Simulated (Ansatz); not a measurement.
Ansatz (a first-principles code) input file for C4H4OSe, SMILES C=C1C[Se]C1=O, PBE0-D3(BJ)/def2-SVP. 

Ansatz 0.2 input:
```yaml
crystal:
  periodic: [false, false, false]
  atoms:
    - {symbol: C, position_ang: [0.52248706, 2.62445890, -0.00000000]}
    - {symbol: C, position_ang: [0.39603457, 1.30553456, 0.00000000]}
    - {symbol: C, position_ang: [1.43844151, 0.21890158, 0.00000000]}
    - {symbol: Se, position_ang: [0.05159300, -1.21021425, -0.00000000]}
    - {symbol: C, position_ang: [-0.84941234, 0.53049194, 0.00000000]}
    - {symbol: O, position_ang: [-2.00908656, 0.78949126, -0.00000000]}
    - {symbol: H, position_ang: [1.48813931, 3.10262883, -0.00000000]}
    - {symbol: H, position_ang: [-0.34622055, 3.26090917, 0.00000001]}
    - {symbol: H, position_ang: [2.06565350, 0.19574717, 0.89120368]}
    - {symbol: H, position_ang: [2.06565349, 0.19574718, -0.89120368]}
basis:
  gaussian:
    orbitals: def2-SVP
hamiltonian:
  xc: pbe0
  dispersion: d3bj
relax: {f_tol: 0.002, max_steps: 200}
```

Log of the run:

```
WARN ansatz: RAYON_NUM_THREADS=1 ignored (pool sized by the plan → 1); use --threads N
Functional definition: PBE0
integrals: 0.09 GiB planned
1350 factors; integrals over basis functions are off by at most 3.9e-4 eV
mean field: 0.67 GiB planned
mean field evaluation 1: about -71570.7385 eV, gradient 6.5e1 eV
mean field evaluation 2: about -71539.0681 eV, gradient 1.3e2 eV
mean field evaluation 4: about -71580.8808 eV, gradient 1.3e1 eV
mean field evaluation 8: about -71581.2974 eV, gradient 5.3e-1 eV
mean field evaluation 16: about -71581.2981 eV, gradient 4.0e-5 eV
mean field -71581.29808502 eV, -2630.5641850779 hartree, gradient 3.9e-5 eV, S^2 0.000000; 0 other end points of the search recorded, 0 dependent functions left out
the calculation of the forces begins
reference -71581.29810812 eV, -2630.5641859268 hartree; 35, 35 occupied and 87, 87 virtual orbitals, 1350 factors
relax step   1: F+E_penalty+E_count = -71581.53114948 eV  Δ(F+E_penalty+E_count) = +0.000e0 eV  max|allowed force component| = 8.301e-1 eV/Å  Δτ_max = 0.0000 Å  (31 SCF iters, accepted)
these checks for a lower state are left out or cut short: starts, cluster_reference, orbital_swaps, neighbouring_geometries, increment
integrals: 0.09 GiB planned
1350 factors; integrals over basis functions are off by at most 4.1e-4 eV
mean field: 0.67 GiB planned
mean field -71581.33443854 eV, -2630.5655210451 hartree, gradient 2.5e-5 eV, S^2 0.000000; 0 other end points of the search recorded, 0 dependent functions left out
the calculation of the forces begins
reference -71581.33446171 eV, -2630.5655218966 hartree; 35, 35 occupied and 87, 87 virtual orbitals, 1350 factors
relax step   2: F+E_penalty+E_count = -71581.56674172 eV  Δ(F+E_penalty+E_count) = -3.559e-2 eV  max|allowed force component| = 3.523e-1 eV/Å  Δτ_max = 0.0264 Å  (33 SCF iters, accepted)
these checks for a lower state are left out or cut short: starts, cluster_reference, orbital_swaps, neighbouring_geometries, increment
integrals: 0.09 GiB planned
1350 factors; integrals over basis functions are off by at most 4.1e-4 eV
mean field: 0.67 GiB planned
mean field evaluation 32: about -71581.3397 eV, gradient 1.9e-4 eV
mean field -71581.33974146 eV, -2630.5657159238 hartree, gradient 2.6e-5 eV, S^2 0.000000; 0 other end points of the search recorded, 0 dependent functions left out
the calculation of the forces begins
reference -71581.33976468 eV, -2630.5657167773 hartree; 35, 35 occupied and 87, 87 virtual orbitals, 1350 factors
relax step   3: F+E_penalty+E_count = -71581.57205939 eV  Δ(F+E_penalty+E_count) = -5.318e-3 eV  max|allowed force component| = 1.247e-1 eV/Å  Δτ_max = 0.0127 Å  (35 SCF iters, accepted)
these checks for a lower state are left out or cut short: starts, cluster_reference, orbital_swaps, neighbouring_geometries, increment
integrals: 0.09 GiB planned
1350 factors; integrals over basis functions are off by at most 4.1e-4 eV
mean field: 0.67 GiB planned
mean field -71581.34018880 eV, -2630.5657323634 hartree, gradient 9.6e-6 eV, S^2 0.000000; 0 other end points of the search recorded, 0 dependent functions left out
the calculation of the forces begins
reference -71581.34021202 eV, -2630.5657332169 hartree; 35, 35 occupied and 87, 87 virtual orbitals, 1350 factors
relax step   4: F+E_penalty+E_count = -71581.57252833 eV  Δ(F+E_penalty+E_count) = -4.689e-4 eV  max|allowed force component| = 2.618e-2 eV/Å  Δτ_max = 0.0076 Å  (28 SCF iters, accepted)
these checks for a lower state are left out or cut short: starts, cluster_reference, orbital_swaps, neighbouring_geometries, increment
integrals: 0.09 GiB planned
1350 factors; integrals over basis functions are off by at most 4.1e-4 eV
mean field: 0.67 GiB planned
mean field -71581.34024975 eV, -2630.5657346032 hartree, gradient 1.3e-5 eV, S^2 0.000000; 0 other end points of the search recorded, 0 dependent functions left out
the calculation of the forces begins
reference -71581.34027298 eV, -2630.5657354569 hartree; 35, 35 occupied and 87, 87 virtual orbitals, 1350 factors
relax step   5: F+E_penalty+E_count = -71581.57261898 eV  Δ(F+E_penalty+E_count) = -9.066e-5 eV  max|allowed force component| = 2.193e-2 eV/Å  Δτ_max = 0.0038 Å  (27 SCF iters, accepted)
these checks for a lower state are left out or cut short: starts, cluster_reference, orbital_swaps, neighbouring_geometries, increment
integrals: 0.09 GiB planned
1350 factors; integrals over basis functions are off by at most 4.1e-4 eV
mean field: 0.67 GiB planned
mean field -71581.34027111 eV, -2630.5657353882 hartree, gradient 1.7e-5 eV, S^2 0.000000; 0 other end points of the search recorded, 0 dependent functions left out
the calculation of the forces begins
reference -71581.34029435 eV, -2630.5657362422 hartree; 35, 35 occupied and 87, 87 virtual orbitals, 1350 factors
relax step   6: F+E_penalty+E_count = -71581.57264346 eV  Δ(F+E_penalty+E_count) = -2.448e-5 eV  max|allowed force component| = 1.234e-2 eV/Å  Δτ_max = 0.0039 Å  (27 SCF iters, accepted)
these checks for a lower state are left out or cut short: starts, cluster_reference, orbital_swaps, neighbouring_geometries, increment
integrals: 0.09 GiB planned
1350 factors; integrals over basis functions are off by at most 4.1e-4 eV
mean field: 0.67 GiB planned
mean field -71581.34027440 eV, -2630.5657355090 hartree, gradient 3.4e-5 eV, S^2 0.000000; 0 other end points of the search recorded, 0 dependent functions left out
the calculation of the forces begins
reference -71581.34029764 eV, -2630.5657363631 hartree; 35, 35 occupied and 87, 87 virtual orbitals, 1350 factors
relax step   7: F+E_penalty+E_count = -71581.57264661 eV  Δ(F+E_penalty+E_count) = -3.145e-6 eV  max|allowed force component| = 1.241e-3 eV/Å  Δτ_max = 0.0005 Å  (22 SCF iters, accepted)
integrals: 0.09 GiB planned
1350 factors; integrals over basis functions are off by at most 4.1e-4 eV
mean field: 0.67 GiB planned
mean field evaluation 64: about -71571.4017 eV, gradient 6.3e1 eV
mean field -71581.34027440 eV, -2630.5657355090 hartree, gradient 3.4e-5 eV, S^2 0.000000; 1 other end points of the search recorded, 0 dependent functions left out
the calculation of the forces begins
reference -71581.34029764 eV, -2630.5657363631 hartree; 35, 35 occupied and 87, 87 virtual orbitals, 1350 factors
Total energy: -71581.57266985 eV, -2630.5742758842 hartree
Atom 0 at     0.516699     2.630597     0.000000 Å, force    -0.000399    -0.000329     0.000000 eV/Å
Atom 1 at     0.410011     1.301088    -0.000000 Å, force     0.001043    -0.000171    -0.000000 eV/Å
Atom 2 at     1.447214     0.202419    -0.000000 Å, force    -0.000325     0.001241    -0.000000 eV/Å
Atom 3 at     0.067465    -1.206701     0.000000 Å, force     0.000157    -0.000449     0.000000 eV/Å
Atom 4 at    -0.863012     0.526199     0.000000 Å, force    -0.000431    -0.000084     0.000000 eV/Å
Atom 5 at    -2.009758     0.836249     0.000000 Å, force    -0.000520     0.000100    -0.000000 eV/Å
Atom 6 at     1.487282     3.133559     0.000000 Å, force    -0.000038     0.000184     0.000000 eV/Å
Atom 7 at    -0.387764     3.244839     0.000000 Å, force     0.000438    -0.000025    -0.000000 eV/Å
Atom 8 at     2.077573     0.172724     0.899912 Å, force     0.000038    -0.000234     0.000078 eV/Å
Atom 9 at     2.077573     0.172724    -0.899912 Å, force     0.000038    -0.000234    -0.000078 eV/Å
Dipole moment:     0.659915     0.275523     0.000000 e Å
```

The run converged.
